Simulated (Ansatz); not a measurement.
Problem. Name a neutral molecule of Al, Si and H with size of the dipole moment (B3LYP/def2-TZVPP) between 0.05 and 0.35 D and HOMO energy (ωB97M-V/def2-TZVPP) between -9.60 and -9.30 eV (Ansatz, PBE0-D4/def2-TZVP geometry).

Solution. `[AlH2][SiH]([SiH3])[SiH3]` (0.33 D, -9.34 eV); `[AlH2][SiH2][SiH3]` (0.34 D, -9.39 eV). Other molecules can fit too; these were computed, each in one conformer that needn't be the lowest.

B3LYP here is the variant with VWN-RPA as its local correlation; programs differ in this.
